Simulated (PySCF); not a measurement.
C₄H₁₀AlFO, singlet, at a GFN2-xTB geometry (such geometries of metal compounds can be far from the true shape), atoms displaced at random by about 0.03 Å a coordinate; PySCF with R2SCAN/STO-3G, gradient.

Here is a job for PySCF.
```python
from pyscf import gto, scf, dft

mol = gto.M(
    atom='''
Al   -0.15782387    0.45162837    1.14440976
F    -1.19227488   -0.27340134    2.15919870
C     0.57412940    2.21921205    1.66936524
H     1.62525213    2.27486880    1.73593576
H     0.17155800    2.64874978    2.67191593
H     0.31490978    3.02387382    0.91221052
O     0.24054362   -0.25236844   -0.21266223
C     0.58478143   -0.87568638   -1.42804664
C     0.58239337    0.15868724   -2.50516337
C    -0.50494815   -1.99423347   -1.68409432
H     1.61395498   -1.29830542   -1.36932903
H    -0.42372225    0.58473033   -2.59835261
H     0.81414153   -0.26568483   -3.50530426
H     1.23222807    0.92509545   -2.35242816
H    -0.45763885   -2.71587651   -0.85657306
H    -1.47062516   -1.61241430   -1.79643107
H    -0.20671785   -2.53654926   -2.63392106
''',
    basis='sto-3g',
    verbose=3,
)

mf = dft.RKS(mol)
mf.xc = 'r2scan'
mf.conv_tol = 1e-11
mf.kernel()
g = mf.nuc_grad_method()
grad = g.kernel()
```

Output, abridged:

```
converged SCF energy = -568.542474254757
--------------- RKS gradients ---------------
         x                y                z
0 Al    -0.0101266737    -0.0427494535    -0.0287738263
1 F     0.0071965962     0.0075869298    -0.0035251741
2 C     0.0634094049    -0.0210541086    -0.0058938137
3 H    -0.0386959335     0.0046811360    -0.0040132952
4 H    -0.0125285857     0.0221487288     0.0355336692
5 H    -0.0021390017     0.0199821516    -0.0140067628
6 O    -0.0120251431     0.0096372323     0.0108247308
7 C     0.0218178661     0.0099002833    -0.0468000493
8 C     0.0569419337     0.0301303289     0.0722856199
9 C    -0.0756415680     0.0400924155     0.0271118714
10 H    -0.0007847450     0.0114399035    -0.0009732942
11 H     0.0018295122    -0.0022883195    -0.0012888296
12 H     0.0000947212     0.0008025370    -0.0091694359
13 H    -0.0538100955    -0.0583320491    -0.0190596538
14 H     0.0040088654    -0.0004835049     0.0003750013
15 H     0.0429589266    -0.0223591485     0.0026566721
16 H     0.0114149747    -0.0083585609    -0.0198789466
----------------------------------------------
```
